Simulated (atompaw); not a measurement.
## Building the PAW (atompaw) potential for platinum (Pt) (PBEsol, scalar-relativistic).

- Element: Pt
- Generator: atompaw 4.2.0.5
- Type: PAW
- Functional: PBEsol
- Relativity: scalar-relativistic
- Frozen core: [Kr] 4d10 4f14 5s2
- Valence charge: 16
- Reference configuration: 5p6 5d9 6s0 6p1
- Partial waves: 6s (bound, empty): rc 2.15 bohr; 6s channel at 1.5 Ry: rc 2.15 bohr; 5p (bound): rc 1.50 bohr; 6p (bound): rc 2.10 bohr; 5d (bound): rc 1.95 bohr; 5d channel at 0.4 Ry: rc 2.15 bohr
- Local potential: bessel scheme, radius 2.05 bohr
- Core correction: smooth core density matched at 2.10 bohr
- Augmentation charge: sinc compensation charge, radius 1.65 bohr; PAW radius 2.15 bohr; waves and projectors: custom rrkj gramschmidtortho

All-electron outer shells of the reference configuration (PBEsol, scalar-relativistic, ld1.x):

| shell | level (eV) | outermost node (bohr) | outermost maximum (bohr) |
| --- | --- | --- | --- |
| 5s | -103.94 | 0.49 | 0.87 |
| 4f | -72.17 | – | 0.38 |
| 5p | -58.12 | 0.53 | 0.98 |
| 5d | -8.14 | 0.57 | 1.26 |
| 6s | -7.17 | 1.14 | 2.32 |
| 6p | -1.82 | 1.36 | 3.42 |

What the tests gave:

- Cutoffs needed: 40 Ry and 70 Ry (the cutoffs (Ry, on a coarse ladder) from which the occupation-weighted sum of valence levels, in a spherical-Bessel basis at the reference potential, stays within 10 and 1 mRy of its value at 400 Ry)
- Ghost test: no extra level below or beside the all-electron valence levels (s, p, d, f tested) (spherical-Bessel basis up to 400 Ry, 20 bohr box)
- Lowest eigenvalue of the overlap operator: 0.50 (p channel)
- Overlap eigenvalues printed by atompaw (projector basis): 0.0816, 0.466, 0.698, 3.98, 6.08, 404
- Warning: the pseudo core plus compensation charge is negative at some radii, so no UPF file was written
- Share of each valence orbital outside the PAW sphere: 6s 73 %, 5p 1 %, 6p 94 %, 5d 21 %

Generation and tests took about 10 s on one core of a shared server CPU.
